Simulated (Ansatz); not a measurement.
Mulliken charges of `[CH3][GeH]1[CH2][O]1` from r2SCAN/def2-TZVPP in Ansatz (PBE0-D4/def2-TZVP geometry).

```csv
atom,x (Å),y (Å),z (Å),charge (e)
C1,-0.865,1.394,-0.041,-0.267
Ge2,0.357,-0.011,-0.573,0.305
C3,0.857,-1.422,0.594,0.026
O4,-0.295,-1.684,-0.209,-0.444
H5,-1.691,1.455,-0.750,0.091
H6,-1.259,1.163,0.948,0.090
H7,-0.354,2.357,-0.011,0.084
H8,0.945,0.068,-1.984,-0.009
H9,0.660,-1.332,1.663,0.060
H10,1.728,-2.038,0.365,0.064
```

By hand: the dipole of these point charges (1 e Å = 4.8032 D).

Σ q r = (0.338, 0.559, 0.102) e Å, of length 0.661 e Å = 3.17 D.

How does the dipole of the full density compare? (Estimate.)

Ansatz gave: (0.135, 0.505, 0.057) e Å, 2.53 D; the point charges give 1.25 times that, at 16° from its direction.

Point charges leave out the atoms' own dipoles, such as those of lone pairs, and Mulliken's split depends on the basis, so the two needn't agree.
